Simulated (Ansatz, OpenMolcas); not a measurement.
# Si5H10 (SMILES [SiH2]1[SiH2][SiH2][SiH2][SiH2]1): the vertical ionisation energy, rung by rung

Si5H10: 15 atoms, total charge 0, spin state singlet. As SMILES, `[SiH2]1[SiH2][SiH2][SiH2][SiH2]1`. Geometry: relaxed at PBE0-D4/def2-TZVP. This is one conformer, not always the lowest.

```xyz
15

Si   -1.0841    1.4590    0.7077
Si   -0.0591   -0.2506    1.9352
Si    1.6853   -0.8474    0.4933
Si    0.6067   -0.9777   -1.5859
Si   -1.1322    0.6110   -1.4832
H    -0.1942    2.6547    0.7406
H    -2.4286    1.8530    1.2106
H     0.3852    0.1619    3.2945
H    -1.0009   -1.3991    2.0636
H     2.3951   -2.1005    0.8694
H     2.6714    0.2703    0.4617
H     0.0144   -2.3356   -1.7461
H     1.5300   -0.7297   -2.7271
H    -0.9524    1.6907   -2.4926
H    -2.4368   -0.0599   -1.7414
```

Quantity: the vertical ionisation energy (to the doublet cation), in eV. The values are calculated.

| level | kind | program | value (eV) | CPU time (all runs) |
| --- | --- | --- | --- | --- |
| HF/6-31G* (spherical functions) | Hartree–Fock | OpenMolcas | 8.90 | 70 s |
| SVWN5/6-31G* (spherical functions) | LDA | Ansatz | 9.05 | 50 s |
| BLYP/6-31G* (spherical functions) | GGA | Ansatz | 8.75 | 98 s |
| M06-L/6-31G* (spherical functions) | meta-GGA | OpenMolcas | 9.12 | 7 min |
| B3LYP/6-31G* (spherical functions) | global hybrid | Ansatz | 9.17 | 2.3 min |
| B3LYP/6-31G* (Cartesian functions) | global hybrid | Ansatz | 9.17 | 2.5 min |
| wB97M-V/6-31G* (spherical functions) | range-separated hybrid | Ansatz | 9.42 | 18 min |
| CCSD/6-31G* (spherical functions) | coupled cluster or CI | Ansatz | 9.10 | 4.4 min |

The values span 8.75 to 9.42 eV. CPU times are rough (shared hosts, several kinds of processor and program).
